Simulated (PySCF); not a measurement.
# Core-level binding energies of `CC[CH2][AlH][N](C)C`

Species: C5H14AlN.
Z-matrix (Å and degrees, PBE0-D3(BJ)/def2-SVP geometry), rows numbered from 1:
```
C 
C   1  1.5223
C   2  1.5337  1  113.65
Al  3  1.9669  2  115.59  1  -179.25
N   4  1.7906  3  119.39  2    68.56
C   5  1.4409  4  123.67  3     2.32
C   5  1.4412  4  123.63  3  -177.82
H   1  1.1022  2  111.01  3   -59.23
H   1  1.1023  2  110.98  3    60.00
H   1  1.1013  2  111.91  3  -179.62
H   2  1.1050  1  109.02  3  -123.11
H   2  1.1051  1  108.92  3   122.76
H   3  1.1074  2  109.25  1   -56.15
H   3  1.1058  2  109.40  1    58.37
H   4  1.5910  3  125.04  2  -110.74
H   6  1.1086  5  112.06  4  -119.51
H   6  1.1011  5  111.09  4     0.66
H   6  1.1087  5  111.95  4   120.69
H   7  1.1086  5  111.93  4   120.05
H   7  1.1010  5  110.86  4    -0.03
H   7  1.1086  5  111.95  4  -120.14
```

Method used: delta-SCF UKS SCAN, pcX-2 on the ionised atom, pcseg-1 elsewhere, spin-free X2C (PySCF 2.14.0). Binding energies are ΔSCF values: E(core-ionised, relaxed orbitals) − E(ground state) at a fixed geometry, referred to the vacuum level.

Question: What binding energy does each computed site have?

Answer: 
```
atom(s)                     environment  level  binding energy (eV)  above the level's lowest (eV)  count
    Al4  aluminium bonded to C, N and H  Al 1s              1565.76                           0.00      1
     N5   nitrogen bonded to Al and 2 C   N 1s               403.69                           0.00      1
  C6/C7                 N-methyl carbon   C 1s               291.22                          +1.83      2
     C2                chain CH2 carbon   C 1s               290.44                          +1.05      1
     C1                   methyl carbon   C 1s               290.32                          +0.93      1
     C3                chain CH2 carbon   C 1s               289.39                           0.00      1
```

The listed C 1s values span 1.83 eV, from C3 (bonded to C, 2 H and Al) to C6/C7 (bonded to N and 3 H). The widest gap between neighbouring values is 0.93 eV, between 289.39 and 290.32 eV. Summing the Pauling electronegativity differences to the bonded atoms, each weighted by its formal bond order, gives -1.64 for the lowest site and -0.56 for the highest; no listed site has a larger sum than the highest.

Question: Which photon energy gives electrons from C 1s of C3 a kinetic energy of 150 eV, and what is their de Broglie wavelength?

Answer: hν = 289.39 + 150 = 439.39 eV, recoil neglected; λ = 12.264 Å/√(E/eV) = 1.00 Å.

One atom of each set of topologically equivalent atoms was ionised and stands for the set; in this conformer not all members are related by symmetry, and their own values weren't computed. Geometry: PBE0-D3(BJ)/def2-SVP, one conformer, isolated molecule.
